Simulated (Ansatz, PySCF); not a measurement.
This Ansatz (a first-principles code) input computes a PBE0/def2-TZVPD energy:

Ansatz 0.2 input:
```yaml
crystal:
  periodic: [false, false, false]
  atoms:
    - {symbol: B, position_ang: [-0.00000000, -0.00000000, -0.57607965]}
    - {symbol: O, position_ang: [-0.00000000, -0.00000000, -1.85962095]}
    - {symbol: Cl, position_ang: [0.00000000, 0.00000000, 1.04455093]}
basis:
  gaussian:
    orbitals: def2-TZVPD
hamiltonian:
  xc: {name: PBE0}
total_charge: 1
magnetization: {spin_polarized: true, initial_magnetization: 1}
output: {forces: true}
```

Problem. Write an input for the same energy in PySCF and say what it gives.

Solution. 
```python
from pyscf import gto, scf, dft

mol = gto.M(
    atom='''
    B    -0.00000000   -0.00000000   -0.57607965
    O    -0.00000000   -0.00000000   -1.85962095
    Cl    0.00000000    0.00000000    1.04455093
    ''',
    basis='def2-tzvpd',
    charge=1,
    spin=1,
    symmetry='C2v',
    verbose=4,
)

mf = dft.UKS(mol, xc='pbe0').density_fit(auxbasis='def2-universal-jkfit')
mf.grids.level = 3
mf.conv_tol = 1e-9
mf.max_cycle = 100
mf.max_memory = 1500
mf.kernel()
if not mf.converged:
    mf = mf.newton()
    mf.kernel(mf.make_rdm1())
mf.analyze()
```
It gives -559.68888 Eh, and Ansatz -559.68887 Eh, a difference of 0.01 mEh.
